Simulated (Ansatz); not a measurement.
Reaction (redistribution): `[F][Sn][N]([SiH3])[SiH3]` + `BC(C)C` → `C[CH](C)[Sn][F]` + `BN([SiH3])[SiH3]`

Computed with Ansatz on PBE0-D4/def2-TZVP structures; ΔE is electronic, products minus reactants. CCSD(T)/CBS is the MP2 limit (def2-TZVPP, def2-QZVPP) plus CCSD(T) − MP2 in def2-TZVPP, frozen cores. DFT in def2-TZVPP. Elements past krypton have def2 core potentials. For Sn outer-core shells are correlated without core-valence functions, which leaves a few kJ/mol of doubt a bond. Each species was taken in one conformer, which may not be the lowest.

`[F][Sn][N]([SiH3])[SiH3]`:

Z-matrix (Å, degrees):
```
Si
N 1 1.729
H 1 1.487 2 112.4
H 1 1.494 2 107.0 3 -118.8
H 1 1.487 2 112.4 3 122.3
Sn 2 2.044 1 119.2 3 118.8
Si 2 1.746 1 119.9 3 -61.2
F 6 1.953 2 90.9 1 180.0
H 7 1.483 2 111.9 1 -118.1
H 7 1.492 2 106.6 1 0.1
H 7 1.483 2 111.9 1 118.2
```

`BC(C)C`:

Cartesian coordinates in Å:
```
B 0.235 -1.221 -1.057
C 0.263 -0.011 -0.094
C -0.513 1.229 -0.522
C 0.108 -0.309 1.393
H 0.532 -2.315 -0.667
H 0.026 -1.062 -2.227
H 1.347 0.201 -0.276
H -1.587 1.075 -0.381
H -0.350 1.464 -1.575
H -0.233 2.105 0.071
H 0.396 0.549 2.008
H 0.711 -1.166 1.698
H -0.935 -0.540 1.629
```

`C[CH](C)[Sn][F]`:

```xyz
12

C    -0.844    0.276   -0.998
C    -0.390   -0.416    0.281
C     0.450    0.509    1.152
Sn    0.802   -2.190   -0.242
F     2.131   -1.103   -1.178
H     0.014    0.570   -1.611
H    -1.412    1.188   -0.774
H    -1.492   -0.357   -1.613
H    -1.266   -0.757    0.846
H    -0.102    1.422    1.407
H     0.746    0.043    2.098
H     1.363    0.816    0.632
```

`BN([SiH3])[SiH3]`:

```xyz
12

B     0.876    1.127   -0.860
N     0.121    0.168   -0.157
Si   -1.103   -0.815   -0.933
Si    0.454   -0.017    1.557
H     0.698    1.303   -2.032
H     1.702    1.768   -0.266
H    -2.420   -0.587   -0.281
H    -1.170   -0.444   -2.365
H    -0.761   -2.254   -0.788
H     0.194    1.254    2.277
H     1.862   -0.430    1.772
H    -0.454   -1.073    2.077
```

| level | ΔE (kJ/mol) | difference from CCSD(T)/CBS |
| --- | --- | --- |
| r2SCAN-D4 | -16.2 | 2.2 |
| B97M-V | -9.8 | 8.6 |
| r2SCANh-D4 | -17.2 | 1.2 |
| ωB97M-V | -21.0 | -2.6 |
| PBE | -22.1 | -3.7 |
| r2SCAN | -16.3 | 2.1 |
| r2SCAN0 | -18.7 | -0.3 |
| BHLYP | -21.7 | -3.3 |
| CAM-B3LYP | -22.1 | -3.7 |
| SCS-MP2/def2-QZVPP | -17.6 | 0.8 |
| CCSD(T)/CBS | -18.4 | 0 |

Largest T1 diagnostic among the species: 0.016.

Leaving LDA and LC-ωPBE aside and taking each functional with its dispersion term where it has one, the values, not all of them listed here, spread over 12.8 kJ/mol, from revPBE-D4 to B97M-V. At CCSD(T), def2-SVP lies −9.3 kJ/mol from the extrapolated value and def2-TZVPP −4.8 kJ/mol.

CCSD(T)/CBS has its own doubt, a few kJ/mol and more with outer-core shells, so smaller differences from it don't rank the levels.
